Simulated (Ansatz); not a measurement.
A set of 12 reactions (hydrogenolysis), with CCSD(T)/CBS values in kJ/mol:

```tsv
reaction	ΔE
`C[O][Sn]([CH3])([NH2])[Cl]` + H₂ → `C[O][SnH]([CH3])[NH2]` + HCl	94.7
`C[BH][GeH2][F]` + H₂ → `C[BH][GeH3]` + H–F	30.6
`C=C[SiH2][GeH3]` + H₂ → `C=C[SiH3]` + GeH₄	-0.9
`NC[SiH](N)O` + H₂ → `NC[SiH2]O` + NH₃	49.3
`[CH3][SnH]([F])[SH]` + H₂ → `[CH3][SnH2][F]` + H₂S	54.9
`CC#[C][GeH2][NH2]` + H₂ → `CC#[C][GeH3]` + NH₃	-16.4
`F[CH2][GeH2][GeH3]` + H₂ → `[CH3][GeH2][GeH3]` + H–F	-136.5
`C#[C][GeH2][CH3]` + H₂ → `C#[C][GeH3]` + CH₄	-32.3
`CN([SiH2]Cl)[SiH](O)F` + H₂ → `CN([SiH2]O)[SiH2]Cl` + H–F	142.5
`FB(Cl)Br` + H₂ → `FBBr` + HCl	54.9
`O/C=N/[SiH2]Cl` + H₂ → `O/C=N/[SiH3]` + HCl	92.1
`C#C[Si](Cl)(Cl)Cl` + H₂ → `C#C[SiH](Cl)Cl` + HCl	74.3
```

Isolated molecules relaxed with PBE0-D4/def2-TZVP in Ansatz; ΔE leaves out vibrations. CBS: MP2 limit from def2 TZ/QZ plus the TZ coupled-cluster correction, frozen cores. This one scheme is used for every species. Double bonds are as drawn, so ΔE can hold a change between cis and trans. Functionals use def2-TZVPP. B3LYP here is the variant with VWN-RPA as its local correlation; programs differ in this. def2 core potentials past Kr. For Br, Ge, Sn outer-core shells are correlated without core-valence functions, which leaves a few kJ/mol of doubt a bond. Scalar relativity is left out up to krypton. One conformer a species, not always the lowest.

Task: Give the mean, mean absolute and largest difference (level minus CCSD(T)/CBS, kJ/mol) for: PBE-D4, B3LYP-D4, ωB97M-V, B2PLYP, PBE0, B3LYP, HF/def2-TZVPP, SCS-MP2/def2-TZVPP, CCSD/def2-TZVPP, CCSD(T)/def2-TZVPP, SCS-MP2/def2-QZVPP, HF/CBS(def2), MP2/CBS(def2), CCSD/CBS(def2). (Estimate.)

Result: The calculation gave: 
```json
{"level": "PBE-D4", "mean": "2.2", "mean absolute": "4.7", "largest": "16.3"}
{"level": "B3LYP-D4", "mean": "1.4", "mean absolute": "3.7", "largest": "15.8"}
{"level": "ωB97M-V", "mean": "0.7", "mean absolute": "4.2", "largest": "11.3"}
{"level": "B2PLYP", "mean": "-2.0", "mean absolute": "5.2", "largest": "9.0"}
{"level": "PBE0", "mean": "-5.0", "mean absolute": "6.0", "largest": "-9.3"}
{"level": "B3LYP", "mean": "-5.6", "mean absolute": "9.5", "largest": "14.1"}
{"level": "HF/def2-TZVPP", "mean": "-13.3", "mean absolute": "15.5", "largest": "-33.3"}
{"level": "SCS-MP2/def2-TZVPP", "mean": "-0.6", "mean absolute": "3.2", "largest": "8.4"}
{"level": "CCSD/def2-TZVPP", "mean": "-6.4", "mean absolute": "6.5", "largest": "-14.3"}
{"level": "CCSD(T)/def2-TZVPP", "mean": "-2.8", "mean absolute": "3.7", "largest": "-8.9"}
{"level": "SCS-MP2/def2-QZVPP", "mean": "1.0", "mean absolute": "2.2", "largest": "8.4"}
{"level": "HF/CBS(def2)", "mean": "-13.1", "mean absolute": "16.0", "largest": "-34.5"}
{"level": "MP2/CBS(def2)", "mean": "6.2", "mean absolute": "7.4", "largest": "12.4"}
{"level": "CCSD/CBS(def2)", "mean": "-3.6", "mean absolute": "3.6", "largest": "-5.5"}
```

The largest T1 diagnostic in the set is 0.014, for `O/C=N/[SiH3]` (customary mark 0.02).

CCSD(T)/CBS is a level of theory with its own doubt, and the functionals carry their triple-zeta basis error, so these figures describe this set and don't rank the functionals.
